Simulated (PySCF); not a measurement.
C₂H₅NOSi, SMILES N#CC[SiH2]O. Atoms are numbered in the order given.

```xyz
10

N     -0.3324     2.8635     0.0000
C      0.1975     1.8321     0.0000
C      0.8015     0.5104     0.0000
Si    -0.5042    -0.8686     0.0000
O      0.4073    -2.2639     0.0000
H      1.4442     0.3878    -0.8877
H      1.4442     0.3878     0.8877
H     -1.3546    -0.7445     1.2169
H     -1.3546    -0.7445    -1.2169
H     -0.0465    -3.1143     0.0000
```

Geometry optimised at B3LYP-D3(BJ)/def2-SVP. This is a generated structure with no PubChem entry under its InChIKey; it may be hypothetical. One conformer was computed; it need not be the lowest.

The numbers are results of PBE/def2-TZVP (PySCF), not measurements.

Symmetry labels are those of the subgroup Cs that the program uses (full group Cs).

### Question
List the valence orbital energies around the gap with their symmetry. (The exact figures need the calculation; the answer reports its results.)

### Answer

| orbital | symmetry | energy (eV) |
|---|---|---|
| HOMO−7 | A" | -11.60 |
| HOMO−6 | A' | -10.00 |
| HOMO−5 | A" | -9.38 |
| HOMO−4 | A' | -8.79 |
| HOMO−3 | A' | -8.41 |
| HOMO−2 | A" | -8.00 |
| HOMO−1 | A" | -7.66 |
| HOMO | A' | -7.56 |
| LUMO | A' | -1.16 |
| LUMO+1 | A' | -0.35 |
| LUMO+2 | A" | -0.31 |
| LUMO+3 | A' | -0.08 |
